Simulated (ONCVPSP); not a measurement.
# Cr (Z = 24), ONCV: configuration errors across variants

- Element: Cr
- Generator: ONCVPSP 4.0.1
- Type: optimised norm-conserving Vanderbilt (ONCV)
- Functional: PBEsol
- Relativity: scalar-relativistic
- Frozen core: [Ne]
- Valence charge: 14
- Reference configuration: 3s2 3p6 3d5 4s1
- Partial waves: 3s+4s: rc 1.30 bohr, ncon 4, nbas 9, qcut 8.2 1/bohr, 2 projectors; 3p: rc 1.20 bohr, ncon 4, nbas 8, qcut 11.4 1/bohr, 2 projectors, debl 3.9 Ha; 3d: rc 1.85 bohr, ncon 3, nbas 7, qcut 6.9 1/bohr, 2 projectors, debl 3.3 Ha
- Local potential: polynomial inside 0.95 bohr (lpopt 3, dvloc0 0 Ha)
- Core correction: polynomial model core, fcfact 0.5

All-electron excitation energies from the reference (eV): (1) 3s2 3p6 3d5 4s0 6.874; (2) 3s2 3p6 3d4 4s0 22.888; (3) 3s1 3p6 3d5 4s1 80.041.

Errors AE − PS in meV (a dash: test not solved or not reliable):

```
      change   (1)  (2)   (3)  bound ghosts  GHOST(+) flags above zero
        base  +9.3  +10  -473          none                       none
   s: qcut 5  +8.7  +10  -634          none                       none
 s: qcut 6.4  +8.9  +10  -569          none                       none
 s: qcut 9.1  +9.4  +10  -438          none                       none
s: qcut 10.6  +9.6  +10  -395          none                       none
s: qcut 12.1  +9.7  +10  -370          none                       none
```

(1) Give the same row for: s: qcut 7.9.

Answers

(1) +9.2, +10, -487; bound ghosts: none; GHOST(+) flags above zero: none.
